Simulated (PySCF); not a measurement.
Computed IR spectrum (relative IR intensity) of a molecule C3H6OSi. Coordinates come from a PBE0-D3(BJ)/def2-SVP optimisation. The values are those of a single conformer. Calculation: PySCF with PBE0-D3(BJ)/def2-SVP. Frequencies are harmonic and unscaled.

Lines under 2 % of the strongest are left out, and lines within 2 cm⁻¹ are merged.

ν (cm⁻¹): 489 (m), 557 (w), 633 (m), 707 (m), 806 (w), 889 (w), 908 (vs), 920 (w), 938 (m), 944 (m), 960 (m), 985 (w), 1073 (m), 1145 (w), 1186 (w), 1241 (w), 1320 (w), 1642 (w), 2230 (s), 2241 (s), 2259 (s), 3100 (vw) (against the strongest line: vs over 80 %, s over 45 %, m over 15 %, w over 4 %, vw less)

Problem. Identify the compound among the candidates.
A. [SiH3][C@@H]1C=CO1
B. C=C=C[SiH2]O
C. C=C1C[SiH2]O1
D. C1=CO[SiH2]C1

Solution. A, [SiH3][C@@H]1C=CO1
